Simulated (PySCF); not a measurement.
CuI, singlet, at a GFN2-xTB geometry (such geometries of metal compounds can be far from the true shape) (core potentials on I); R2SCAN/def2-SVP run with PySCF.

Here is a job for PySCF.
```python
from pyscf import gto, scf, dft

mol = gto.Mole()
mol.atom = '''
    Cu   -0.00000000   -0.00000000   -1.55408011
    I     0.00000000    0.00000000    0.85034572
'''
mol.basis = 'def2-svp'
mol.ecp = {'I': 'def2-svp'}
mol.verbose = 4
mol.build()

mf = dft.RKS(mol)
mf.xc = 'r2scan'
mf.kernel()
```

It wrote (shortened):

```
PySCF version 2.14.0

[INPUT] verbose = 4
[INPUT] num. atoms = 2
[INPUT] num. electrons = 54
[INPUT] charge = 0
[INPUT] spin (= nelec alpha-beta = 2S) = 0
[INPUT] symmetry False subgroup None
[INPUT] Mole.unit = angstrom
[INPUT] Symbol           X                Y                Z      unit          X                Y                Z       unit  Magmom
[...]
nuclear repulsion = 159.561369342385
number of shells = 21
number of NR pGTOs = 134
number of NR cGTOs = 57
basis = def2-svp
ecp = {'I': 'def2-svp'}

******** <class 'pyscf.dft.rks.RKS'> ********
method = RKS
initial guess = minao
damping factor = 0
level_shift factor = 0
DIIS = <class 'pyscf.scf.diis.CDIIS'>
diis_start_cycle = 1
diis_space = 8
diis_damp = 0
SCF conv_tol = 1e-09
SCF conv_tol_grad = None
SCF max_cycles = 50
direct_scf = True
direct_scf_tol = 1e-13
XC library pyscf.dft.libxc version 7.1.2
    S. Lehtola, C. Steigemann, M. J. T. Oliveira, and M. A. L. Marques,  SoftwareX 7, 1–5 (2018)
XC functionals = r2scan
    J. W. Furness, A. D. Kaplan, J. Ning, J. P. Perdew, and J. Sun,  J. Phys. Chem. Lett. 11, 8208–8215 (2020)
    J. W. Furness, A. D. Kaplan, J. Ning, J. P. Perdew, and J. Sun,  J. Phys. Chem. Lett. 11, 9248–9248 (2020)
    J. W. Furness, A. D. Kaplan, J. Ning, J. P. Perdew, and J. Sun,  J. Phys. Chem. Lett. 11, 8208–8215 (2020)
    J. W. Furness, A. D. Kaplan, J. Ning, J. P. Perdew, and J. Sun,  J. Phys. Chem. Lett. 11, 9248–9248 (2020)
radial grids:
    Treutler-Ahlrichs [JCP 102, 346 (1995); DOI:10.1063/1.469408] (M4) radial grids

becke partition: Becke, JCP 88, 2547 (1988); DOI:10.1063/1.454033
pruning grids: <function nwchem_prune>
grids dens level: 3
symmetrized grids: False
atomic radii adjust function: <function treutler_atomic_radii_adjust>
small_rho_cutoff = 0
Set gradient conv threshold to 3.16228e-05
Initial guess from minao.
tot grids = 42600
init E= -1906.73846408831

WARN: HOMO -0.468895430846105 == LUMO -0.468890009262062

cycle= 1 E= -1907.0749708955  delta_E= -0.337  |g|=   13  |ddm|= 12.4
[...]
cycle= 2 E= -1816.19265920815  delta_E= 90.9  |g|= 8.65  |ddm|= 18.1

WARN: HOMO -0.680192935464748 == LUMO -0.680192935464703

cycle= 3 E= -1850.06063158947  delta_E= -33.9  |g|= 9.93  |ddm|= 24.9
[...]
cycle= 4 E= -1933.12658561519  delta_E= -83.1  |g|= 5.21  |ddm|= 14.9
[...]
cycle= 5 E= -1882.00514544279  delta_E= 51.1  |g|= 7.42  |ddm|= 13.9

WARN: HOMO 0.0767251805723133 == LUMO 0.0770556586636683

cycle= 6 E= -1890.53142139822  delta_E= -8.53  |g|= 8.17  |ddm|= 9.41

WARN: HOMO 0.0789435424542653 == LUMO 0.0790867530604502

cycle= 7 E= -1892.54728719273  delta_E= -2.02  |g|= 8.99  |ddm|= 1.32

WARN: HOMO 0.0811172357835874 == LUMO 0.0814681114099806

cycle= 8 E= -1892.59097620446  delta_E= -0.0437  |g|= 9.04  |ddm|= 0.224

WARN: HOMO 0.0784598615785789 == LUMO 0.0788188132541475

cycle= 9 E= -1892.16071797899  delta_E= 0.43  |g|=  8.9  |ddm|= 0.534

WARN: HOMO 0.069561959122446 == LUMO 0.069696873739531

cycle= 10 E= -1892.11587987303  delta_E= 0.0448  |g|=    9  |ddm|= 1.57
[...]
cycle= 11 E= -1925.01104351761  delta_E= -32.9  |g|= 5.59  |ddm|= 16.5
[...]
cycle= 12 E= -1937.74349039693  delta_E= -12.7  |g|= 1.47  |ddm|= 7.72

WARN: HOMO -0.0822736033496097 == LUMO -0.0822671745499236

cycle= 13 E= -1936.52518147812  delta_E= 1.22  |g|= 1.64  |ddm|= 3.38
[...]
cycle= 14 E= -1938.08385155896  delta_E= -1.56  |g|= 0.307  |ddm|= 3.65
[...]
cycle= 15 E= -1938.10482197485  delta_E= -0.021  |g|= 0.218  |ddm|= 0.804
[...]
cycle= 16 E= -1938.11602674308  delta_E= -0.0112  |g|= 0.0194  |ddm|= 0.294
[...]
cycle= 17 E= -1938.11608375712  delta_E= -5.7e-05  |g|= 0.0126  |ddm|= 0.0405
[...]
cycle= 18 E= -1938.11612997177  delta_E= -4.62e-05  |g|= 0.000573  |ddm|= 0.0211
[...]
cycle= 19 E= -1938.11613007591  delta_E= -1.04e-07  |g|= 0.000179  |ddm|= 0.00102
[...]
cycle= 20 E= -1938.1161300841  delta_E= -8.19e-09  |g|= 4.19e-05  |ddm|= 0.0003
[...]
cycle= 21 E= -1938.11613008442  delta_E= -3.21e-10  |g|= 6.33e-06  |ddm|= 5.55e-05
[...]
Extra cycle  E= -1938.11613008436  delta_E= 5.32e-11  |g|= 1.78e-05  |ddm|= 3.16e-05
converged SCF energy = -1938.11613008436
```
